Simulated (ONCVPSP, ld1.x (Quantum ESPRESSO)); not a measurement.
Potentials for N (Z = 7) compared

Generated with ld1.x 7.5 (TM, RRKJ, ultrasoft, PAW), atompaw 4.2 or ONCVPSP 4.0.1. The cutoff is in Ry: for ld1.x and atompaw files where the sum of valence levels is converged to 10 mRy in a Bessel basis, for ONCV files where the hardest occupied wave has 1 mHa per electron of residual kinetic energy. The error is the largest all-electron minus pseudo excitation energy over each file’s own four to seven test configurations (ionisations up to +4, promotions, holes and added fractions of an electron), all of which were solved. The labels leave out finer settings (local radius, basis sizes, second energies), which also bear on the numbers. Spin-polarised tests are not counted. The rows are a selection from randomly drawn settings: files with unsolved tests, undetermined cutoffs or missed reference levels are left out.

A true bound ghost makes a file unfit for plane-wave use even where its test errors are small: the radial tests pick states by their node count and pass the ghost by.

```csv
potential,cutoff (Ry),largest error (meV),bound ghosts
"ONCV, PBEsol, scalar-relativistic, rc 0.70/1.95 (sp), local smoothed, core correction yes, reference 2s2 2p1, qcut 10.8/8, projectors 1/2",643,+359,none
"ONCV, PBE, scalar-relativistic, rc 0.95/1.80/1.50 (spd), local smoothed, core correction no, reference 2s2 2p2, qcut 5.4/6.3/6.6, projectors 3/1/1",293,+1061,s
"ONCV, PBE, scalar-relativistic, rc 1.10/2.05 (sp), local smoothed, core correction yes, reference 2s1.75 2p3.25, qcut 6.9/8.1, projectors 2/2",41,+452,none
"ONCV, LDA (Perdew-Zunger), scalar-relativistic, rc 1.05/1.45/1.25 (spd), local smoothed, core correction yes, reference 2s2 2p3, qcut 7.3/11.3/8.1, projectors 2/2/3",63,+373,none
"ONCV, LDA (Perdew-Zunger), fully relativistic, rc 0.95/2.40 (sp), local smoothed, core correction yes, reference 2s1.5 2p3.5, qcut 7.4/5.8, projectors 2/2",56,+1246,none
"ONCV, PBE, scalar-relativistic, rc 0.85/2.15/2.20 (spd), local s, core correction no, reference 2s2 2p3, qcut 6.1/5.6/4.9, projectors 0/2/2",131,+3211,none
```

Q: Fill in the row for N: ONCV, LDA (Perdew-Zunger), scalar-relativistic, rc 0.70/1.90 (sp), local smoothed, core correction no, reference 2s2 2p3, qcut 7.6/7.6, projectors 2/2.

A: cutoff 188 Ry, largest error +1456 meV, bound ghosts: s.

Q: Fill in the row for N: ONCV, PBE, scalar-relativistic, rc 0.70/2.10/2.30 (spd), local smoothed, core correction no, reference 2s2 2p2, qcut 8.6/7.7/4.8, projectors 2/2/2.

A: cutoff 61 Ry, largest error +1170 meV, bound ghosts: d.

Q: Fill in the row for N: TM, revPBE, non-relativistic, rc 0.90/1.85/1.80 (spd), local smoothed, core correction no, reference 2s2 2p3.

A: cutoff 55 Ry, largest error +1151 meV, bound ghosts: none.
